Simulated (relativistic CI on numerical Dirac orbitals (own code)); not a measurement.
**Cd⁴⁺ (4d8) in a crystal field**

Calculated by Dirac-Coulomb-Breit CI, separate exchange-only KLI orbitals for each configuration, model QED (radiative potential, 1s self-energy scaled to tabulated hydrogen-like ionisation energies), valence Slater integrals scaled by 0.65, one configuration in a parametric crystal field (own radial code).

Field parameters in Wybourne normalisation: D4h B²₀ = −7Ds, B⁴₀ = 21(Dq − Dt), B⁴₄ = 21√(5/14) Dq. The field is a parameter set, without covalency.

S and J are read from ⟨S²⟩ = S(S + 1) and ⟨J²⟩ = J(J + 1) of each level; they are not fictitious spins.

D4h, 10Dq = 29800, Ds = -1500, Dt = 650 cm⁻¹, the lowest 10 levels:

```
E (cm⁻¹)  Degeneracy  Irrep     S     J
     0.0           1     B2  1.00  3.47
    22.1           2      E  1.00  3.45
   10641           1     A1  0.10  2.93
   11383           1     B1  0.08  2.86
   21763           1     A1  0.19  3.36
   23850           1     A2  1.00  3.49
   23932           1     B1  1.00  3.45
   24009           2      E  0.99  3.39
   24046           1     A1  0.95  3.64
   24314           1     B2  0.99  3.08
```

D4h, 10Dq = 29800, Ds = -1090, Dt = 650 cm⁻¹, the lowest 10 levels:

```tsv
E (cm⁻¹)	Degeneracy	Irrep	S	J
0.0	1	B2	1.00	3.46
21.3	2	E	1.00	3.45
11202	1	A1	0.10	2.91
11378	1	B1	0.08	2.87
21280	1	A1	0.15	3.37
23736	1	A2	1.00	3.53
23869	1	A1	0.97	3.67
24214	2	E	0.99	3.39
24482	1	B1	0.99	3.45
24804	1	B2	0.99	3.08
```

D4h, 10Dq = 29800, Ds = -680, Dt = 650 cm⁻¹, the lowest 16 levels:

| E (cm⁻¹) | Degeneracy | Irrep | S | J |
| --- | --- | --- | --- | --- |
| 0.0 | 1 | B2 | 1.00 | 3.46 |
| 20.7 | 2 | E | 1.00 | 3.45 |
| 11304 | 1 | A1 | 0.10 | 2.90 |
| 11373 | 1 | B1 | 0.08 | 2.87 |
| 21217 | 1 | A1 | 0.13 | 3.37 |
| 23539 | 1 | A2 | 1.00 | 3.55 |
| 23630 | 1 | A1 | 0.98 | 3.69 |
| 24262 | 2 | E | 0.99 | 3.37 |
| 24888 | 1 | B1 | 0.99 | 3.42 |
| 25127 | 1 | B2 | 0.99 | 3.05 |
| 29388 | 2 | E | 0.97 | 3.30 |
| 29545 | 1 | B1 | 1.00 | 3.28 |
| 32751 | 1 | B2 | 0.99 | 2.16 |
| 33234 | 1 | A2 | 1.00 | 2.30 |
| 33422 | 2 | E | 0.99 | 2.23 |
| 33670 | 1 | A1 | 0.95 | 2.63 |

The free-ion ground term has S = 1. Every field shown keeps that spin.

Levels of this model without a field, named by their leading LS term (the scale mimics covalency, so terms lie below those of the real free ion): 3F_4 0, 3F_3 5100, 3F_2 6257, 3P_2 11768, 3P_0 15939, 3P_1 16147, 1D_2 17922, 1G_4 18949 cm⁻¹.
